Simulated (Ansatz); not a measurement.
stibine (H3Sb), singlet, at a GFN2-xTB geometry (all electrons, no relativity); SC-NEVPT2/STO-3G, CASSCF(6,4) (Ansatz, an electronic-structure program).

The Ansatz input:
Ansatz 0.2 input:
```yaml
crystal:
  periodic: [false, false, false]
  atoms:
    - {symbol: Sb, position_ang: [-0.00092814, -0.00020172, 0.05507041]}
    - {symbol: H, position_ang: [-0.85857769, -1.03979226, -0.95475432]}
    - {symbol: H, position_ang: [-0.45042441, 1.28241275, -0.93936937]}
    - {symbol: H, position_ang: [1.35633723, -0.23233283, -0.91446716]}
basis:
  gaussian:
    orbitals: STO-3G
magnetization: {spin_polarized: false}
correlation: {method: sc_nevpt2, electrons: all, active_space: {window: {electrons: 6, orbitals: 4}}}
```

Task: Write the output that Ansatz gives for this input, abridged.

Result: 
```
Functional definition: HF
308 factors; integrals over basis functions are off by at most 7.7e-6 eV
mean field evaluation 1: about -170154.8344 eV, gradient 4.7e0 eV
mean field evaluation 2: about -170154.8328 eV, gradient 4.7e0 eV
mean field evaluation 4: about -170154.9487 eV, gradient 1.3e-1 eV
mean field evaluation 8: about -170154.9486 eV, gradient 2.4e-5 eV
mean field -170154.94864373 eV, -6253.0790274903 hartree, gradient 1.5e-6 eV, S^2 0.000000; 0 other end points of the search recorded, 0 dependent functions left out
reference -170154.94864373 eV, -6253.0790274903 hartree; 27, 27 occupied and 3, 3 virtual orbitals, 308 factors
state -170155.44965805 eV, -6253.0974394270 hartree
state -170155.44965805 eV, -6253.0974394270 hartree; corrected -170156.11702795 eV, -6253.1219648185 hartree
WARN: 1 active orbitals are nearly empty or full. The corrections depend on them more than the energy does, and are more stable in an active space without them
Total energy: -170156.11702795 eV, -6253.1219648185 hartree
```
